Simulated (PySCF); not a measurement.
Structure problem from calculated spectra and properties.

Formula: C4H4Cl2O3.

* Rotational structure: rotational constants A, B, C: 2.326, 0.806, 0.713 GHz [GFN2-xTB]
* UV, strongest line: among the 6 lowest singlet transitions: S3 at 7.18 eV (173 nm, f = 0.020) [TDDFT PBE0/def2-SVPD]
* NMR, other nuclei: isotropic shieldings of nuclei other than C and H, by class: 31 (1 O), 163 (1 O), 186 (1 O), 724 (1 Cl), 738 (1 Cl) ppm [GIAO PBE0/pcSseg-1]
* Dipole: 4.59 D [PBE0/def2-SVPD]
* Triplet: lowest triplet excitation (Tamm–Dancoff): 6.36 eV [TDA PBE0/def2-SVPD]
* 13C NMR: chemical shifts (computed TMS as zero) by class: 158.1 (1 C), 87.3 (1 C), 79.7 (1 C), 66.6 (1 C) ppm [GIAO PBE0/pcSseg-1]
* 1H NMR: chemical shifts (computed TMS as zero) by class: 6.09 (1 H), 4.80 (1 H), 4.70 (1 H), 4.52 (1 H) ppm [GIAO PBE0/pcSseg-1]

Gas-phase values; electronic properties from PySCF, density fitting. Levels stand in brackets. NMR shifts are as computed; neighbouring signals can stand in another order in a measured spectrum. Isolated species at its GFN2-xTB geometry (one conformer only). Each NMR value is the plain mean over a class of atoms that symmetry, rotation or inversion makes alike.

**Question.** What is the compound? Reason from the data.

**Answer.** Numbering: `[O:1]=[C:2]1[O:3][CH2:4][C@H:5]([CH:6]([Cl:7])[Cl:8])[O:9]1`. Its formula, C4H4Cl2O3, gives 2 degrees of unsaturation: 1 ring and 1 π bond in the structure found. 4 carbons fall into 4 classes; from least to most shielded: carbonate carbon [C2] (158.1 ppm), CHCl2 carbon [C6] (87.3 ppm), ring sp3 carbon bound to oxygen [C5] (79.7 ppm), ring sp3 carbon bound to oxygen [C4] (66.6 ppm). Hydrogen classes from least to most shielded: 1 H on a CHCl2 carbon, C6 (6.09 ppm), 1 H on an sp3 carbon bound to oxygen, C4 (4.80 ppm), 1 H on an sp3 carbon bound to oxygen, C5 (4.70 ppm), 1 H on an sp3 carbon bound to oxygen, C4 (4.52 ppm). The other shieldings belong to: 31 ppm, carbonate carbonyl oxygen [O1]; 163 ppm, oxygen singly bound to a carbonyl carbon [O9]; 186 ppm, oxygen singly bound to a carbonyl carbon [O3]; 724 ppm, alkyl chlorine [Cl7]; 738 ppm, alkyl chlorine [Cl8]. The optimised geometry has point group C1 and is an asymmetric top. Structure: `O=C1OC[C@H](C(Cl)Cl)O1`. The assignments are read from this structure; whether some other isomer fits the data as well wasn't checked. The mirror image fits equally. NMR values of atoms bound to several Cl lack the spin–orbit term that these neighbours bring.

Shape of the structure used: `[O:1]=[C:2]1[O:3][CH2:4][C@H:5]([CH:6]([Cl:7])[Cl:8])[O:9]1`: C4–C5–C6–Cl7 69°.
